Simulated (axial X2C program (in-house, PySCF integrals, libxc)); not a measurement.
Correcting the dissociation energy of SrSe for spin–orbit coupling

A spin-free CCSD(T) curve (one-electron X2C) was computed with an in-house all-electron X2C program for linear molecules (integrals from PySCF), basis Sr dyall-cv3z [13s12p8d5f1g], Se dyall-cv3z [8s9p6d4f1g] (cores contracted in-house), for the state M_S = 0, Λ = 0 (closed shell). It gives D0 = 2.738 eV to Sr + Se, which in a spin-free picture are the weighted means of the ground terms.

Correlated methods: 8 electrons correlated (number of frozen shells: Sr 4 s, 3 p, 1 d; Se 3 s, 2 p, 1 d), 278 virtual spin orbitals or spinors in MP2, 90 natural virtuals in coupled cluster.

Measured levels of the ground terms (NIST Handbook of Basic Atomic Spectroscopic Data), in cm⁻¹: Sr 1S: J = 0 at 0; Se 3P: J = 2 at 0, J = 1 at 1989.5, J = 0 at 2534.4.

The molecular state has Λ = 0, so it has no first-order lowering.

(1) How far does each ground level lie under the (2J+1)-weighted mean of its term?

(2) Correct D0.

Second-order spin–orbit effects in the molecule, which grow quickly with Z, are left out. The state is a single determinant with fixed occupations, the lowest that a limited PBE0 search found. De is counted from the lowest determinant-based energies of the atoms at the same level, without counterpoise correction. Coupled cluster ran in a truncated set of natural virtual spinors; the MP2 energy of the rest was added. (T) has no such correction and the atoms are truncated less, which lowers De at CCSD(T) by a hundredth of an eV or more. The outer-core s and p shells of the metal are frozen in the correlated rows, which leaves out core–valence correlation; for alkali and alkaline-earth bonds that tends to lengthen them. With the outer-core shells frozen, correlated bond lengths of heavy atoms tend to come out a few hundredths of an ångström too long.

Answers

(1) Sr: a single level, 0; Se: (5 × 0 + 3 × 1989.5 + 1 × 2534.4)/9 = 945 cm⁻¹.

(2) D0 = 2.738 + (0 − 945)/8065.5 = 2.621 eV at CCSD(T) with these spin–orbit terms.
